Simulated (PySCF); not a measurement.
C₅H₁₄SSi, SMILES CSC[Si](C)(C)C at its GFN2-xTB optimised geometry (Å):

```
21

C      2.4252    -1.7494     0.0000
S      0.6085    -1.7494     0.0000
C      0.3244     0.0479     0.0000
Si    -1.5552     0.4369     0.0150
C     -2.3162    -0.3083     1.5940
C     -1.7402     2.3355     0.0118
C     -2.3434    -0.3201    -1.5448
H      2.7884    -1.2448    -0.8918
H      2.7440    -2.7864    -0.0030
H      2.7882    -1.2499     0.8948
H      0.8085     0.4512    -0.8881
H      0.8221     0.4531     0.8796
H     -3.3933    -0.1746     1.6149
H     -1.9106     0.1530     2.4898
H     -2.1121    -1.3732     1.6513
H     -2.7884     2.6145     0.0222
H     -1.2919     2.7827    -0.8698
H     -1.2738     2.7864     0.8821
H     -2.1388    -1.3852    -1.5978
H     -1.9545     0.1351    -2.4512
H     -3.4210    -0.1881    -1.5476
```

Method: CAM-B3LYP/def2-SVP run with PySCF 2.14.0. Cells within 0.4 Å of a nucleus heavier than hydrogen are left out (blank, or x).

Map of the HOMO−1 amplitude (bohr^(-3/2)) on the plane z = 0.0 Å; orbital energy -9.50 eV, overall sign arbitrary:

```
|5555555555555555555555555|
|5555555555555555555555555|
|5555555555555555555555555|
|5555555555555555555555555|
|5555555555555555555555555|
|5555544456555555555555555|
|5555544xx6555555555555555|
|55555544x6555555555555555|
|5555555555555555555555555|
|5555556654444566655555555|
|5555566654323677665555555|
|55555676xx101x97665555555|
|555556775410xx97665555555|
|5555566664311466555555555|
|5555556665444454445666555|
|5555555555566543235766555|
|5555555556678xx21xx876555|
|5555555556689x6322x766555|
|5555555556678975445666555|
|5555555555667765556665555|
|5555555555566665555555555|
|5555555555555555555555555|
|5555555555555555555555555|
|5555555555555555555555555|
|5555555555555555555555555|
```
Scale: ten equal steps from -0.189 (start of '0') to 0.150 (end of '9'), in the order '0123456789'; x runs from -5.00 to 5.00, y from -5.00 (bottom) to 5.00 (top).
